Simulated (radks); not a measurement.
Q: These are the eigenvalues of the occupied orbitals of an atom or ion with whole-number occupations (Ry). Calculated with a radial shooting solver on a logarithmic mesh with Libxc functionals: Dirac Kohn-Sham, LB94 model potential, spin-unpolarised, spherical densities, finite nucleus; Fermi nuclear charge, rms radius of each element as measured or else 0.836 A^(1/3) + 0.57 fm.

1s1/2: -1659.768
2s1/2: -333.7774
2p1/2: -318.1376
2p3/2: -309.0831
3s1/2: -130.4956
3p1/2: -125.2130

Which element is it, and in what charge state? The configuration may be excited. Open shells, if any, fill j = l - 1/2 first.

A: Z = 43, technetium, charge +30: Tc30+ in [Ne] 3s2 3p1. The list shows which subshells hold electrons but not how many an open one holds; the 1s level, -829.88 hartree, gives Z - s = 40.7 by -(Z - s)^2/2, which with screening and relativity narrows Z to a few neighbours, and the depths of the outer levels then fix element, charge and occupations together.
